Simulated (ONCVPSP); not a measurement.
## Ti (Z = 22): excitation energies, all-electron against ONCV

Ti, optimised norm-conserving Vanderbilt (ONCV), made with ONCVPSP 4.0.1 (revPBE, scalar-relativistic). Core [Ne], reference 3s2 3p6 3d2 (charge +2). Waves: 3s: rc 1.00 bohr, ncon 4, nbas 7, qcut 7.4 1/bohr, 2 projectors, debl 0.6 Ha; 3p: rc 1.65 bohr, ncon 3, nbas 7, qcut 7.3 1/bohr, 3 projectors, debl 0.8 Ha; 3d: rc 1.65 bohr, ncon 4, nbas 9, qcut 8.6 1/bohr, 1 projector. Local part: polynomial inside 0.75 bohr (lpopt 5, dvloc0 0 Ha). Core correction: Teter function fitted to the true core (icmod 2), fcfact 0.25.

In the s channel the program set the typed energies aside and used -2.887, 0.250 Ha. In the p channel the program set the typed energies aside and used -2.011, 0.250, 1.050 Ha.

Energies are relative to the spin-unpolarised reference configuration 3s2 3p6 3d2; without spin polarisation the order of configurations can differ from experiment.

```
valence configuration  charge  ΔE all-electron (eV)  error AE − PS (meV)
      3s2 3p6 3d2 4s2       0               -20.710                 +2.4
      3s2 3p6 3d2 4s1      +1               -13.431                 +1.0
          3s2 3p6 3d1      +3                26.860                  +52
      3s1 3p6 3d2 4s2      +1                48.999                  -53
```

Levels in the configuration 3s2 3p6 3d1:

```csv
level,all-electron (eV),pseudo (eV)
3s,-95.073,-94.977
3p,-70.901,-70.825
3d,-34.610,-34.469
```
